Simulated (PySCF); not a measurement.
## Electron correlation in Te²⁺ (tellurium, charge +2)

[Kr] 4d10 5s2 5p2, high-spin 3P determinant. All numbers are calculated (PySCF 2.14, a scalar-relativistic core potential, in aug-cc-pwCVDZ-PP with ECP28MDF). Frozen: 4s2 4p6 4d10; 4 electrons correlated.

| level | correlation energy (mhartree) |
| --- | --- |
| CCSD | -55.45 |
| (T) | -0.67 |
| CCSD(T) | -56.12 |
| CCSDT | -56.32 |

Diagnostics: T1 = 0.0063, D1 = 0.0175, largest double amplitude 0.093.

Cost of the coupled-cluster step: roughly 0.4 core-seconds, for 4 correlated electrons.
